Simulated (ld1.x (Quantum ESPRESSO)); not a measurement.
# Logarithmic derivatives: gadolinium, TM

* Element: Gd (Z = 64)
* Generator: ld1.x (Quantum ESPRESSO) 7.5
* Type: norm-conserving Troullier–Martins (Kleinman–Bylander form)
* Functional: PBE
* Relativity: scalar-relativistic
* Frozen core: [Kr] 4d10
* Valence charge: 18
* Reference configuration: 4f7 5s2 5p6 5d2 6s1 6p0
* Partial waves: 5p (bound): rc 2.00 bohr; 5d (bound): rc 2.95 bohr; 4f (bound): rc 0.75 bohr; 5s (bound): rc 2.00 bohr
* Local potential: the s channel
* Core correction: none

Occupied shells without a wave of their own: 6s. They enter only through the test configuration that unscreens the potential.

The phase is arctan(r·u′/u) with u = r·R(r), unwrapped; energies in Ry, scanned from -6 to 5 Ry. A pole is an energy at which the radial function vanishes at the test radius. The pseudo phase is shifted by a multiple of π to meet the all-electron one at the reference energy, and phase errors are pseudo minus all-electron; the curves can meet again beyond the range given. Levels narrower than the energy grid can be missing from the lists of poles.

Problem. For each channel, where are the poles, and over which energies does the pseudopotential scatter like the atom?

Solution.

```json
{"channel": "s", "radius (bohr)": "3.19", "reference energy (Ry)": "-3.55", "poles, all-electron": "-3.53, 1.73", "poles, pseudo": "-3.53, 1.09", "unbroken range about the reference energy with phases within 0.05 rad": "below -0.8", "phase error 1 Ry above the reference energy (rad)": "-0.001"}
{"channel": "p", "radius (bohr)": "3.19", "reference energy (Ry)": "-1.91", "poles, all-electron": "-1.82, 2.86", "poles, pseudo": "-1.82, 2.78", "unbroken range about the reference energy with phases within 0.05 rad": "below 0.5", "phase error 1 Ry above the reference energy (rad)": "-0.001"}
{"channel": "d", "radius (bohr)": "3.19", "reference energy (Ry)": "-0.13", "poles, all-electron": "0.43, 4.91", "poles, pseudo": "0.43, 4.88", "unbroken range about the reference energy with phases within 0.05 rad": "the whole range", "phase error 1 Ry above the reference energy (rad)": "+0.000"}
{"channel": "f", "radius (bohr)": "3.19", "reference energy (Ry)": "-0.54", "poles, all-electron": "-0.52, 2.90", "poles, pseudo": "-0.52, 2.88", "unbroken range about the reference energy with phases within 0.05 rad": "not even at the reference energy", "phase error 1 Ry above the reference energy (rad)": "-0.005"}
```

The potential misses its own reference levels by up to 0.6 eV.

Phases in the p channel:

| E (Ry) | all-electron | pseudo |
| --- | --- | --- |
| -6.00 | 1.436 | 1.436 |
| -5.74 | 1.433 | 1.433 |
| -5.48 | 1.429 | 1.429 |
| -5.22 | 1.425 | 1.425 |
| -4.96 | 1.421 | 1.421 |
| -4.70 | 1.416 | 1.415 |
| -4.44 | 1.410 | 1.410 |
| -4.18 | 1.404 | 1.404 |
| -3.92 | 1.397 | 1.397 |
| -3.66 | 1.389 | 1.389 |
| -3.40 | 1.379 | 1.379 |
| -3.14 | 1.367 | 1.367 |
| -2.88 | 1.351 | 1.351 |
| -2.62 | 1.327 | 1.327 |
| -2.36 | 1.282 | 1.282 |
| -2.10 | 1.100 | 1.100 |
| -1.84 | -1.546 | -1.546 |
| -1.58 | -1.730 | -1.730 |
| -1.32 | -1.785 | -1.785 |
| -1.06 | -1.827 | -1.828 |
| -0.80 | -1.871 | -1.872 |
| -0.54 | -1.927 | -1.929 |
| -0.28 | -2.006 | -2.009 |
| -0.02 | -2.132 | -2.139 |
| 0.24 | -2.366 | -2.384 |
| 0.50 | -2.855 | -2.900 |
| 0.76 | -3.603 | -3.655 |
| 1.02 | -4.106 | -4.137 |
| 1.28 | -4.347 | -4.366 |
| 1.54 | -4.476 | -4.489 |
| 1.80 | -4.556 | -4.566 |
| 2.06 | -4.610 | -4.619 |
| 2.32 | -4.651 | -4.659 |
| 2.58 | -4.683 | -4.691 |
| 2.84 | -4.710 | -4.719 |
| 3.10 | -4.735 | -4.744 |
| 3.36 | -4.758 | -4.768 |
| 3.62 | -4.780 | -4.792 |
| 3.88 | -4.804 | -4.818 |
| 4.14 | -4.830 | -4.848 |
| 4.40 | -4.861 | -4.885 |
| 4.66 | -4.900 | -4.934 |
| 4.92 | -4.952 | -5.007 |
